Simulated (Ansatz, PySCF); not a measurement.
Reaction (SMILES): C[C@@H]1CC[C@H](C)C1 → [CH3] (CH3) + C[C@@H]1C[CH]CC1 (the C-C bond at the site shown breaks; other sites are not compared here)
Each molecule is optimised on its own at B3LYP-D3(BJ)/def2-TZVP (Ansatz, a quantum-chemistry and plane-wave program), one conformer each, not searched for the lowest. Frequencies are from Ansatz or PySCF.

Wanted: bond dissociation energy (enthalpy at 298 K, with B3LYP-D3(BJ) rigid-rotor harmonic-oscillator terms), in kJ/mol. Valence correlation only, unless marked. UHF or UKS for open shells. Spin-orbit coupling is left out. No relativistic terms. Basis-set limits of correlation are two-point, X^-3; Hartree-Fock from the larger set. The bracket is a focal-point correction in the basis named.

| level | program | bond dissociation energy (kJ/mol) |
|---|---|---|
| PBE0/def2-SVP | Ansatz | ? |
| PBE0/def2-TZVPD | Ansatz | 337.5 |
| r2SCANh/def2-TZVPD | Ansatz | 315.5 |
| CAM-B3LYP-D3(BJ)/def2-TZVPD | Ansatz + dftd3 | ? |
| PBE-QIDH/def2-TZVPD | Ansatz | ? |
| CCSD/6-31G | Ansatz | 315.1 |
| CCSD/cc-pVTZ | Ansatz | 343.2 |
| RI-MP2/CBS(cc-pVTZ,cc-pVQZ)+[CCSD(T)-MP2]/cc-pVTZ | Ansatz | ? |

Q: What belongs in the gaps?

A: 
- PBE0/def2-SVP, bond dissociation energy (kJ/mol): 350.6
- CAM-B3LYP-D3(BJ)/def2-TZVPD, bond dissociation energy (kJ/mol): 340.7
- PBE-QIDH/def2-TZVPD, bond dissociation energy (kJ/mol): 354.4
- RI-MP2/CBS(cc-pVTZ,cc-pVQZ)+[CCSD(T)-MP2]/cc-pVTZ, bond dissociation energy (kJ/mol): 362.4
